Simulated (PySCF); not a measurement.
C2H7GeN, SMILES [NH2][GeH2][CH]=C.

Geometry optimised at PBE-D3(BJ)/def2-SVP. The structure was generated by enumeration, and PubChem lists no compound with its InChIKey, so it may never have been made. One conformer was computed; it need not be the lowest.

Method: PBE-D3(BJ)/def2-SVP run with PySCF 2.14.0.

Frequencies are harmonic and unscaled.

**Question.** List the normal modes with their intensities. (An estimate is asked for; the answer gives what the named calculation found.)

**Answer.** 
```tsv
mode	ν (cm⁻¹)	IR (km/mol)	moving atoms (share of kinetic energy)
1	75	0.4	C 37 %, H 33 %, N 23 %
2	163	13.4	H 61 %, N 20 %, C 11 %, Ge 8 %
3	175	19.8	H 67 %, N 13 %, C 12 %
4	257	1.9	C 48 %, H 44 %
5	439	24.3	H 71 %, C 18 %, Ge 9 %
6	498	46.9	H 68 %, C 27 %
7	560	42.5	H 42 %, C 30 %, N 24 %
8	578	166.8	H 35 %, N 27 %, C 24 %, Ge 13 %
9	669	29.3	H 45 %, N 37 %, Ge 16 %
10	692	8.9	H 91 %
11	779	119.1	H 91 %
12	813	50.7	H 98 %
13	914	14.9	H 88 %, N 11 %
14	936	28.7	H 72 %, C 28 %
15	968	7.5	H 84 %, C 16 %
16	999	11.3	H 93 %
17	1221	1.3	H 73 %, C 27 %
18	1365	9.0	H 85 %, C 15 %
19	1505	12.9	H 92 %, N 8 %
20	1616	2.6	C 86 %, H 14 %
21	2072	99.5	H 99 %
22	2083	136.4	H 98 %
23	3039	16.4	H 95 %
24	3066	6.5	H 92 %, C 8 %
25	3130	11.1	H 89 %, C 11 %
26	3427	7.2	H 96 %
27	3522	7.7	H 92 %, N 8 %
```
